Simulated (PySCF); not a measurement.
Radial density of Te(3+) (tellurium, charge +3)

wB97X-V, [Kr] 4d10 5s2 5p1, 2P determinant. Computed with PySCF 2.14 in aug-cc-pVQZ-PP with one added diffuse shell each of s, p, d, f, g type with ECP28MDF (8s8p6d4f3g, 117 functions), with a scalar-relativistic core potential. This is the valence pseudo-density: the core potential removes the inner electrons and smooths the orbitals near the nucleus.

```tsv
r (bohr)	4πr²ρ (e/bohr)	4πr²(ρα − ρβ)
0.00215	2.736e-05	0.0000
0.00361	7.423e-05	0.0000
0.00607	0.0001894	0.0000
0.0102	0.0004370	0.0000
0.0172	0.0009030	0.0000
0.0289	0.001525	0.0000
0.0486	0.002087	0.0000
0.0817	0.003618	0.0000
0.137	0.02297	0.0001
0.231	0.3002	0.0013
0.389	4.703	0.0307
0.654	24.50	0.1242
1.10	14.01	0.0219
1.85	3.058	0.6072
3.11	0.4347	0.2117
5.24	0.004315	0.0035
```

Energies and moments cover only the electrons outside the core potential.
